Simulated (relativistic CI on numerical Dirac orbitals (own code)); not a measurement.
# How well does a small relativistic CI reproduce Pr⁺?

Calculated at this level of theory: Dirac-Coulomb-Breit CI, KLI orbitals optimised for each configuration, model QED, valence Slater integrals scaled by 0.85, P86 correlation estimate, and configurations built on the next ion tied to the tabulated ionisation energy (semi-empirical) (own radial code, finite nucleus).

CI space (outside the closed core [Xe]): 4f3 6s, 4f3 5d, 4f2 5d2, 4f3 6p, 4f3 6d, 4f3 7s, 4f3 5f, 4f3 6f, 4f2 6s2, 4f2 5d 6p, 4f 6s 5d2, 4f2 6s 6p, 4f 6s2 5d, 4f2 5d 6d, 4f2 6s 7p, 4f2 6p2, 4f 6s 5f 6p, 4f3 6g, 4f2 5d 7s, 4f 6s 5d 5g, 4f 6s 5d 6f, 4f2 6p 6d, 4f2 6s 5f, 4f 6s 7s2. The list is cut by size and lacks configurations that can hold low levels.

```tsv
Configuration	Term (tabulated)	J	Measured (cm⁻¹)	Computed	Error	Purity (%)
4f3 6s	(9/2,1/2)°	4	0.0	0	0	91
4f3 5d	5L°	6	3893.5	4963	1069	95
4f3 5d	5K°	5	4097.6	5463	1365	94
4f3 6s	(15/2,1/2)°	8	4437.1	4451	14	93
4f3 5d	5L°	7	5108.4	6090	982	96
4f3 5d	5K°	6	5226.5	6504	1278	96
4f2 5d2	5L	6	5854.5	-4066	-9921	92
4f3 5d	5K°	7	6413.9	7645	1231	96
4f3 5d	5L°	8	6417.8	7330	912	97
4f3 5d	5K°	8	7659.7	8873	1213	96
4f3 5d	5L°	9	7805.6	8664	859	98
4f3 5d	5K°	9	8958.4	10170	1211	96
4f3 5d	5L°	10	9255.2	10077	822	99
```

Measured levels from NIST Handbook of Basic Atomic Spectroscopic Data (Sansonetti and Martin, J. Phys. Chem. Ref. Data 34, 1559 (2005)); pairs were made by configuration, J and term (by order where the table uses no LS term), so strongly mixed levels may be paired wrongly.

Mean error by configuration (cm⁻¹): 4f3 5d 1094; 4f3 6s 14; 4f2 5d2 -9921. Over the excited levels the mean absolute error is 1740 cm⁻¹ (12 of the 19 excited levels that our extract of the source holds in range could be paired, and the others can miss by more), and the median relative error of those above 1,000 cm⁻¹ is 18 %. Some levels of the ground configuration have no partner.
